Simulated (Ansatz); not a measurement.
System: TeCl2, charge 0, singlet. TeCl2 (chloro tellurohypochlorite, SMILES Cl[Te]Cl).
B3LYP-D3(BJ)/def2-TZVP minimum from Ansatz (an electronic-structure program):
```
Te
Cl 1 2.3484
Cl 1 2.3484 2 99.46
```
Charge 0, spin multiplicity 1.

Total energies in hartree (Ansatz). UHF or UKS for unpaired electrons; spin-orbit terms are left out. Cores are frozen in correlated methods (noble-gas shells, and filled d and f shells in the p block). Past Kr the def2 sets carry scalar-relativistic core potentials. Spin-orbit terms, left out, reach several kcal/mol for Br and I, and more for heavier atoms.

| species | HF/def2-TZVPP | CCSD(T)/def2-TZVPP | HF/def2-QZVPP | CCSD(T)/def2-QZVPP | CCSDT(Q)/def2-TZVPP |
|---|---|---|---|---|---|
| 1: TeCl2 (chloro tellurohypochlorite, SMILES Cl[Te]Cl) | -1186.05567 | -1186.62658 | -1186.08575 | -1186.71345 | -1186.62943 |
| 2: Te (triplet) | -267.00555 | -267.11065 | -267.00694 | -267.12283 | -267.11130 |
| 3: Cl (doublet) | -459.47685 | -459.66464 | -459.48954 | -459.69535 | -459.66548 |

**Question.** Work out the atomisation energy (electronic, to ground-state atoms) in kcal/mol: take Hartree-Fock from def2-QZVPP, extrapolate the CCSD(T) correlation energy as X^-3 (X = 3, 4), and add CCSDT(Q) - CCSD(T) in def2-TZVPP. 1 hartree = 627.51 kcal/mol.

**Answer.** 
Species 1: correlation (64·(-0.62770) - 27·(-0.57091))/37 = -0.66914; step -0.00285; E1 = -1186.08575 + (-0.66914) + (-0.00285) = -1186.75774
Species 2: correlation (64·(-0.11589) - 27·(-0.10510))/37 = -0.12376; step -0.00065; E2 = -267.00694 + (-0.12376) + (-0.00065) = -267.13135
Species 3: correlation (64·(-0.20581) - 27·(-0.18779))/37 = -0.21896; step -0.00084; E3 = -459.48954 + (-0.21896) + (-0.00084) = -459.70934
-1·E1 +1·E2 +2·E3 = 0.20771 hartree = 130.3 kcal/mol.
